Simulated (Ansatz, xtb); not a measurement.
# FH2NSSi: which of two isomers lies lower

Structure I is `[H]/N=[Si](\F)S`, a singlet and structure II is `N[Si](F)=S`, a singlet. Both are isolated molecules in the gas phase, relaxed with B3LYP-D3(BJ)/def2-SVP; the shapes shown needn't be the lowest conformers.

I (Å):

```yaml
atoms:
  - { symbol: F, position_ang: [-2.2050, 2.6347, 0.2432] }
  - { symbol: N, position_ang: [-0.6522, 0.1971, 0.7552] }
  - { symbol: S, position_ang: [0.6269, 2.8134, -0.6464] }
  - { symbol: Si, position_ang: [-0.9015, 1.6758, 0.2440] }
  - { symbol: H, position_ang: [-1.3463, -0.4036, 1.1918] }
  - { symbol: H, position_ang: [1.5122, 1.7985, -0.5012] }
```

II (Å):

```yaml
atoms:
  - { symbol: F, position_ang: [-0.8702, 2.7633, 1.5796] }
  - { symbol: N, position_ang: [-0.1472, 0.6118, 0.3264] }
  - { symbol: S, position_ang: [-1.3712, 3.0143, -1.5535] }
  - { symbol: Si, position_ang: [-0.8059, 2.1438, 0.0860] }
  - { symbol: H, position_ang: [0.0178, -0.0289, -0.4421] }
  - { symbol: H, position_ang: [0.1168, 0.2503, 1.2372] }
```

Estimate E(II) − E(I) at the level CCSD(T)/def2-TZVP.

Calculated at CCSD(T)/def2-TZVP: E(II) − E(I) = −142.9 kJ/mol, so structure II lies lower.

The same difference at several levels:

```
                level               geometry  E(II) − E(I) (kJ/mol)  departure from the last row (kJ/mol)  job, with rough time for the two
             GFN2-xTB               GFN2-xTB                   −79.5                                 +63.4              optimisation, 0.15 s
            HF/STO-3G               GFN2-xTB                  −150.1                                  −7.1              single point, 0.24 s
   r2SCAN-D4/def2-SVP               GFN2-xTB                  −151.0                                  −8.1               single point, 3.2 s
B3LYP-D3(BJ)/def2-SVP  B3LYP-D3(BJ)/def2-SVP                  −147.9                                  −4.9                optimisation, 28 s
         HF/def2-TZVP  B3LYP-D3(BJ)/def2-SVP                  −168.2                                 −25.2           part of the CCSD(T) run
        MP2/def2-TZVP  B3LYP-D3(BJ)/def2-SVP                  −145.4                                  −2.5           part of the CCSD(T) run
    CCSD(T)/def2-TZVP  B3LYP-D3(BJ)/def2-SVP                  −142.9                                                      single point, 59 s
```

As drawn, II has 1 N–Si, 1 S=Si, 1 N–H in place of 1 N=Si, 1 S–Si, 1 S–H.

None of the levels shown reverses the order. The largest departure from CCSD(T)/def2-TZVP is that of GFN2-xTB, 63.4 kJ/mol.

With harmonic frequencies from B3LYP-D3(BJ)/def2-SVP (ideal gas, rigid rotor, one conformer each, 298.15 K, 1 atm): the zero-point term adds +11.8 kJ/mol; ΔH is −132.1 and ΔG −130.3 kJ/mol.

The correlated steps freeze 12 core orbitals. Codes used: Ansatz 0.2.0, xtb 6.7.1; the last row on 1 thread of Arm Neoverse V2 on a shared host.
